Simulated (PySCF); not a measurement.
H2Cl2S2Si, singlet, at a GFN2-xTB geometry.

Here is a job for PySCF.
```python
from pyscf import gto, scf

mol = gto.Mole()
mol.atom = '''
    S    -0.14531803    1.88721650   -0.97315369
    Si   -0.04840659   -0.03890473    0.00742708
    S     1.96715216   -0.42299524    0.69362738
    Cl   -0.62426847   -1.39507744   -1.36170540
    Cl   -1.21650610   -0.08436639    1.64413777
    H     0.27753454    2.59740293    0.06417464
    H     2.54397939   -0.32973179   -0.49708308
'''
mol.basis = 'cc-pv(d+d)z'
mol.verbose = 4
mol.max_memory = 1800
mol.build()

mf = scf.RHF(mol)
mf = mf.density_fit(auxbasis='def2-universal-jkfit')
mf.kernel()
```

Question: What does this run give for the total energy, nuclear repulsion energy, HOMO-LUMO gap, Mulliken (on the basis functions themselves) charges in atom order, number of basis functions?

Answer: 
| Item | Result |
|---|---|
| total energy | -2004.3528 Eh |
| nuclear repulsion energy | 521.2658 Eh |
| HOMO-LUMO gap | 14.04 eV |
| Mulliken (on the basis functions themselves) charges in atom order | S1 -0.23, Si2 0.74, S3 -0.23, Cl4 -0.23, Cl5 -0.23, H6 0.10, H7 0.10 |
| number of basis functions | 125 |
